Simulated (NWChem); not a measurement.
System: C2F4O; SMILES C1(F)(OC1(F)F)F

Here is an NWChem input.

```
start job
memory heap 200 mb stack 900 mb global 1100 mb
geometry units angstroms noautosym nocenter noautoz
  F     -1.091296     1.443664    -0.260329
  C      0.000000     0.725582    -0.006519
  F      1.091296     1.443664    -0.260329
  O      0.000000     0.000000     1.197755
  C      0.000000    -0.725582    -0.006519
  F      1.091296    -1.443664    -0.260329
  F     -1.091296    -1.443664    -0.260329
end
basis spherical
  * library 6-311g**
end
dft
  xc b3lyp
  iterations 150
end
property
  shielding 3 1 2 4
end
task dft property
```

Output (shortened):

```
             Northwest Computational Chemistry Package (NWChem) 7.3.0
             --------------------------------------------------------

                             Geometry "geometry" -> ""
                             -------------------------

 Output coordinates in angstroms (scale by  1.889725989 to convert to a.u.)

  No.       Tag          Charge          X              Y              Z
 ---- ---------------- ---------- -------------- -------------- --------------
    1 F                    9.0000    -1.09129600     1.44366400    -0.26032900
    2 C                    6.0000     0.00000000     0.72558200    -0.00651900
    3 F                    9.0000     1.09129600     1.44366400    -0.26032900
    4 O                    8.0000     0.00000000     0.00000000     1.19775500
    5 C                    6.0000     0.00000000    -0.72558200    -0.00651900
    6 F                    9.0000     1.09129600    -1.44366400    -0.26032900
    7 F                    9.0000    -1.09129600    -1.44366400    -0.26032900

 Effective nuclear repulsion energy (a.u.)     340.1975231757

                              NWChem Property Module
                              ----------------------

  itol2e modified to match energy
  convergence criterion.

                                 NWChem DFT Module
                                 -----------------

 Summary of "ao basis" -> "ao basis" (spherical)
 ------------------------------------------------------------------------------
       Tag                 Description            Shells   Functions and Types
 ---------------- ------------------------------  ------  ---------------------
 F                          6-311g**                 8       18   4s3p1d
 C                          6-311g**                 8       18   4s3p1d
 O                          6-311g**                 8       18   4s3p1d

  itol2e modified to match energy
  convergence criterion.

            General Information
            -------------------
          SCF calculation type: DFT
          Wavefunction type:  closed shell.
          No. of atoms     :     7
          No. of electrons :    56
           Alpha electrons :    28
            Beta electrons :    28
          Charge           :     0
          Spin multiplicity:     1
          Use of symmetry is: off; symmetry adaption is: off
          Maximum number of iterations: 150
          AO basis - number of functions:   126
                     number of shells:    56
          Convergence on energy requested:  1.00D-07
          Convergence on density requested:  1.00D-05
          Convergence on gradient requested:  5.00D-04

              XC Information
              --------------
                         B3LYP Method XC Potential
                     Hartree-Fock (Exact) Exchange  0.200
                        Slater Exchange Functional  0.800 local
                    Becke 1988 Exchange Functional  0.720 non-local
              Lee-Yang-Parr Correlation Functional  0.810
                  VWN I RPA Correlation Functional  0.190 local

             Grid Information
             ----------------
          Grid used for XC integration:  fine
          Radial quadrature: Mura-Knowles
          Angular quadrature: Lebedev.
          Tag              B.-S. Rad. Rad. Pts. Rad. Cut. Ang. Pts.
          ---              ---------- --------- --------- ---------
          F                   0.50       70           8.0       590
          C                   0.70       70           7.0       590
          O                   0.60       70           7.0       590
          Grid pruning is: on
          Number of quadrature shells:   490
          Spatial weights used:  Erf1

      Superposition of Atomic Density Guess
      -------------------------------------

 Sum of atomic energies:        -547.73432607

      Non-variational initial energy
      ------------------------------

 Total energy =    -550.137406
 1-e energy   =   -1439.244751
 2-e energy   =     548.909822
 HOMO         =      -0.313237
 LUMO         =       0.217430

   convergence    iter        energy       DeltaE   RMS-Dens  Diis-err
 ---------------- ----- ----------------- --------- --------- ---------
 d= 0,ls=0.0,diis     1   -550.6134101473 -8.91D+02  1.41D-02  3.24D+00
 d= 0,ls=0.0,diis     2   -550.3051815575  3.08D-01  8.49D-03  7.33D+00
 d= 0,ls=0.0,diis     3   -550.8960213437 -5.91D-01  1.54D-03  1.25D-01
 d= 0,ls=0.0,diis     4   -550.9018541009 -5.83D-03  7.63D-04  3.36D-02
 d= 0,ls=0.0,diis     5   -550.9041519558 -2.30D-03  2.69D-04  6.91D-03
  Resetting Diis
 d= 0,ls=0.0,diis     6   -550.9046776401 -5.26D-04  2.62D-05  2.39D-05
 d= 0,ls=0.0,diis     7   -550.9046794833 -1.84D-06  4.47D-06  5.45D-07
 d= 0,ls=0.0,diis     8   -550.9046795006 -1.73D-08  2.42D-06  3.15D-07

         Total DFT energy =     -550.904679500563
      One electron energy =    -1438.758332701885
           Coulomb energy =      609.035805903287
    Exchange-Corr. energy =      -61.379675877615
 Nuclear repulsion energy =      340.197523175650

 Numeric. integr. density =       56.000000131925

                       DFT Final Molecular Orbital Analysis
                       ------------------------------------

 Vector   26  Occ=2.000000D+00  E=-4.430924D-01
              MO Center= -1.1D-07,  6.7D-08,  2.6D-01, r^2= 2.9D+00
   Bfn.  Coefficient  Atom+Function         Bfn.  Coefficient  Atom+Function
  ----- ------------  ---------------      ----- ------------  ---------------
    62      0.275147  4 O  py                66      0.240874  4 O  py
    58      0.191569  4 O  py                 9     -0.175145  1 F  pz
    45     -0.175145  3 F  pz                99      0.175145  6 F  pz
   117      0.175145  7 F  pz                13     -0.158350  1 F  pz
    49     -0.158350  3 F  pz               103      0.158350  6 F  pz

 Vector   27  Occ=2.000000D+00  E=-3.850292D-01
              MO Center= -8.0D-09,  3.1D-08,  8.1D-01, r^2= 1.8D+00
   Bfn.  Coefficient  Atom+Function         Bfn.  Coefficient  Atom+Function
  ----- ------------  ---------------      ----- ------------  ---------------
    61      0.397612  4 O  px                65      0.373227  4 O  px
    57      0.271747  4 O  px                 9      0.090571  1 F  pz
    45     -0.090571  3 F  pz                99     -0.090571  6 F  pz
   117      0.090571  7 F  pz                 8     -0.086431  1 F  py
    44      0.086431  3 F  py                98     -0.086431  6 F  py

 Vector   28  Occ=2.000000D+00  E=-3.543569D-01
              MO Center= -2.4D-08,  2.2D-08,  1.7D-01, r^2= 2.4D+00
   Bfn.  Coefficient  Atom+Function         Bfn.  Coefficient  Atom+Function
  ----- ------------  ---------------      ----- ------------  ---------------
    67      0.259574  4 O  pz                63      0.238880  4 O  pz
    28      0.184981  2 C  s                 82      0.184981  5 C  s
    27     -0.177468  2 C  pz                81     -0.177468  5 C  pz
    59      0.167265  4 O  pz                26     -0.139578  2 C  py
    80      0.139578  5 C  py                 9      0.114211  1 F  pz

 Vector   29  Occ=0.000000D+00  E= 7.706861D-02
              MO Center=  4.3D-08,  5.7D-10,  2.7D-02, r^2= 2.1D+00
   Bfn.  Coefficient  Atom+Function         Bfn.  Coefficient  Atom+Function
  ----- ------------  ---------------      ----- ------------  ---------------
    29      0.488488  2 C  px                83      0.488488  5 C  px
    65     -0.361381  4 O  px                25      0.346567  2 C  px
    79      0.346567  5 C  px                10      0.299269  1 F  s
    46     -0.299269  3 F  s                100     -0.299269  6 F  s
   118      0.299269  7 F  s                 12     -0.191145  1 F  py

 Vector   30  Occ=0.000000D+00  E= 8.825670D-02
              MO Center=  2.7D-10, -2.5D-08, -2.2D-01, r^2= 1.8D+00
   Bfn.  Coefficient  Atom+Function         Bfn.  Coefficient  Atom+Function
  ----- ------------  ---------------      ----- ------------  ---------------
    28      0.627783  2 C  s                 82     -0.627783  5 C  s
    31     -0.525686  2 C  pz                85      0.525686  5 C  pz
    27     -0.395857  2 C  pz                81      0.395857  5 C  pz
    66      0.309619  4 O  py                23     -0.225827  2 C  pz
    77      0.225827  5 C  pz                10     -0.171693  1 F  s

 Vector   31  Occ=0.000000D+00  E= 9.449032D-02
              MO Center= -4.1D-08,  4.8D-08,  1.0D-01, r^2= 3.2D+00
   Bfn.  Coefficient  Atom+Function         Bfn.  Coefficient  Atom+Function
  ----- ------------  ---------------      ----- ------------  ---------------
    28      1.126057  2 C  s                 82      1.126056  5 C  s
    30      0.471887  2 C  py                84     -0.471887  5 C  py
    10     -0.466423  1 F  s                 46     -0.466423  3 F  s
   100     -0.466423  6 F  s                118     -0.466423  7 F  s
    64     -0.399552  4 O  s                 11     -0.287441  1 F  px

     Multipole analysis of the density
     ---------------------------------

     L   x y z        total         alpha         beta         nuclear
     -   - - -        -----         -----         ----         -------
     0   0 0 0     -0.000000    -28.000000    -28.000000     56.000000

     1   1 0 0     -0.000000     -0.000000     -0.000000      0.000000
     1   0 1 0     -0.000000     -0.000000     -0.000000      0.000000
     1   0 0 1     -0.239299     -0.244341     -0.244341      0.249383

     2   2 0 0    -27.746422    -90.424993    -90.424993    153.103563
     2   1 1 0      0.000000      0.000000      0.000000      0.000000
     2   1 0 1      0.000000      0.000000      0.000000      0.000000
     2   0 2 0    -27.299396   -158.898450   -158.898450    290.497503
     2   0 1 1     -0.000000     -0.000000     -0.000000      0.000000
     2   0 0 2    -26.677002    -38.188125    -38.188125     49.699249

          -----------------------------------------
          Chemical Shielding Tensors (GIAO, in ppm)
          -----------------------------------------

                                NWChem CPHF Module
                                ------------------

  scftype          =     RHF
  nclosed          =       28
  nopen            =        0
  variables        =     2744
  # of vectors     =        3
  tolerance        = 0.10D-03
  level shift      = 0.00D+00
  max iterations   =       50
  max subspace     =       30

 SCF residual:    4.0432309537619056E-004

Iterative solution of linear equations
  No. of variables     2744
  No. of equations        3
  Maximum subspace       30
        Iterations       50
       Convergence  1.0D-04

   iter   nsub   residual    time
   ----  ------  --------  ---------
     1      3    3.42D-01      45.5
     2      6    2.01D-02      48.6
     3      9    1.06D-03      51.8
     4     12    4.59D-05      54.9

      Atom:    1  F
        Diamagnetic
    483.3782    -14.3012      5.9476
    -14.3012    470.2990     -4.1817
      5.9476     -4.1817    462.1926

        Paramagnetic
   -116.9730      0.3196     -8.8343
      0.3196   -189.6483    -37.3850
     -8.8343    -37.3850   -230.3167

        Total Shielding Tensor
    366.4053    -13.9816     -2.8867
    -13.9816    280.6506    -41.5667
     -2.8867    -41.5667    231.8759

           isotropic =     292.9773
          anisotropy =     113.6468

          Principal Components and Axis System
                 1           2           3
              368.7418    302.6860    207.5040

      1         0.9848      0.1632      0.0598
      2        -0.1710      0.8479      0.5018
      3         0.0312     -0.5044      0.8629

      Atom:    2  C
        Diamagnetic
    249.8560     -0.0000     -0.0000
     -0.0000    254.4819     -4.6229
     -0.0000     -4.6229    242.1309

        Paramagnetic
   -140.6061      0.0000      0.0000
      0.0000   -225.9635     -6.8053
      0.0000     -6.8053   -182.5262

        Total Shielding Tensor
    109.2499     -0.0000     -0.0000
     -0.0000     28.5184    -11.4282
     -0.0000    -11.4282     59.6046

           isotropic =      65.7910
          anisotropy =      65.1884

          Principal Components and Axis System
                 1           2           3
              109.2499     63.3538     24.7692

      1         1.0000      0.0000      0.0000
      2        -0.0000     -0.3117      0.9502
      3        -0.0000      0.9502      0.3117

      Atom:    3  O
        Diamagnetic
    370.9961     -0.0000     -0.0000
     -0.0000    401.1395     -0.0000
     -0.0000     -0.0000    396.5028

        Paramagnetic
    -92.2708      0.0000      0.0000
      0.0000   -361.3422     -0.0000
      0.0000     -0.0000   -304.5632

        Total Shielding Tensor
    278.7253      0.0000     -0.0000
      0.0000     39.7973     -0.0000
     -0.0000     -0.0000     91.9395

           isotropic =     136.8207
          anisotropy =     212.8569

          Principal Components and Axis System
                 1           2           3
              278.7253     91.9395     39.7973

      1         1.0000      0.0000     -0.0000
      2         0.0000     -0.0000      1.0000
      3        -0.0000      1.0000      0.0000
```

Level: B3LYP/6-311G** (spherical d), GIAO. Coordinates come from a B3LYP/6-31G* (spherical d) optimisation. The output numbers the shielded atoms by their place in the input's list. The printed shielding anisotropy is the first printed principal value minus the mean of the other two.
